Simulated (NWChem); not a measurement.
System: CH7FN2Si; SMILES N[SiH](CF)N

NWChem input:

```
start job
memory heap 200 mb stack 900 mb global 1100 mb
geometry units angstroms noautoz
  N     -1.348120    -1.287524    -0.400863
  Si     0.001564    -0.574134     0.405113
  N      1.466130    -0.800380    -0.467277
  C     -0.024318     1.315912     0.651402
  F      0.299420     1.950677    -0.543306
  H     -1.576497    -1.058889    -1.361384
  H     -2.160786    -1.602783     0.115129
  H     -0.035467    -1.183864     1.771812
  H      1.862949     0.003334    -0.940798
  H      1.689094    -1.669920    -0.935300
  H      0.710037     1.622824     1.419052
  H     -1.013530     1.676492     0.986245
end
basis spherical
  N library sto-3g
  Si library sto-3g
  C library sto-3g
  F library sto-3g
  H library sto-3g
end
dft
  xc hfexch
  iterations 150
  mulliken
end
task dft energy
```

The geometry was optimised at PBE0/def2-SVP. Not confirmed as a minimum by frequencies.

Problem. Predict the main results of this run. (Hartree-Fock/STO-3G.) Quantities: basis functions; energy (Ha); highest occupied level (eV); orbital gap (eV); dipole (D).

Solution. 
```json
{
  "number_of_basis_functions": "36",
  "energy (Ha)": "-532.63",
  "highest occupied level (eV)": "-7.90",
  "orbital gap (eV)": "20.94",
  "dipole (D)": "1.06"
}
```
